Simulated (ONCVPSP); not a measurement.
# Transferability test, ONCV potential for N

ONCVPSP 4.0.1 input, shortened (lines: element, Z, core and valence counts, functional; n l f; lmax; l rc ep ncon nbas qcut; lloc lpopt rc5 dvloc0; l nproj debl; icmod fcfact rcfact), PW91, scalar-relativistic:

```
  N 7.00    1    2  -109134      upf
    1    0    2.00
    2    0    2.00
    2    1    2.00
    2
    0    1.05    0.00    3    7    7.80
    1    1.95    0.00    4    8    8.60
    2    1.80    0.16    4    7    6.30
    4    5    0.65    3.00
    0    2    2.80
    1    3    3.00
    2    2    0.80
    3    3.75    1.70
```

Energies are relative to the spin-unpolarised reference configuration 2s2 2p2; without spin polarisation the order of configurations can differ from experiment.

```
valence configuration  charge  ΔE all-electron (eV)  error AE − PS (meV)
              2s2 2p3       0               -13.672                  +38
              2s2 2p1      +2                28.954                 +126
              2s0 2p5       0                 9.321                 +182
```

**Question.** What are ΔE and the potential's error for 2s2 2p0?

**Answer.** ΔE = 76.143 eV all-electron; the error (AE − PS) is +778 meV.

Levels in the configuration 2s2 2p0:

```tsv
level	all-electron (eV)	pseudo (eV)
2s	-68.206	-67.707
```
